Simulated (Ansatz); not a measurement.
Born–Oppenheimer molecular dynamics of CH8N2Si (12 atoms, charge 0, multiplicity 1). It starts from a rough guess of a transition structure, not a stationary point.

Level of theory: UKS revPBE/6-31G* in Ansatz 0.2.0.

```json
{"ensemble": "NVE (velocity Verlet)", "time step": "0.5 fs", "steps asked": "150", "starting velocities drawn for": "600 K", "seed": "871118"}
```

First frame:

```xyz
12
Properties=species:S:1:pos:R:3
Si -0.059 0.822 0.911
N 1.674 -0.398 0.847
N -0.349 -0.162 -0.393
C -1.353 -0.298 -1.410
H 0.849 -0.724 -0.163
H 0.414 2.207 0.824
H -0.658 0.607 2.231
H 1.802 -1.064 1.592
H 2.555 0.046 0.637
H -1.081 0.246 -2.323
H -1.465 -1.354 -1.672
H -2.329 0.071 -1.081
```

How far do the bonds stretch over the last three quarters of this one trajectory? (Pairs bonded in most of those frames.)


```
  bond  mean (Å)  spread (Å)  shortest  longest
Si1–N2     2.032       0.089      1.91     2.24
Si1–N3     1.617       0.038      1.55     1.67
Si1–H6     1.534       0.065      1.43     1.63
Si1–H7     1.535       0.041      1.46     1.59
 N2–H5     1.053       0.069      0.94     1.17
 N2–H8     1.031       0.013      1.01     1.06
 N2–H9     1.032       0.017      0.99     1.07
 N3–C4     1.433       0.024      1.40     1.48
C4–H10     1.119       0.042      1.06     1.18
C4–H11     1.120       0.034      1.06     1.17
C4–H12     1.119       0.021      1.08     1.15
```

Mean temperature of the second half: 553 K. The conserved energy stayed within 0.29 meV per atom of its start (net change -0.14 meV per atom), so the integration is sound. A run of 0.075 ps of so small a system gives no equilibrium averages. The orbitals stay closed-shell, which can raise the energy where a bond breaks towards radicals; this wasn't checked here.

Time of the run: 10 min on 2 threads of Arm Neoverse N1 (shared host), peak memory 0.16 GiB.
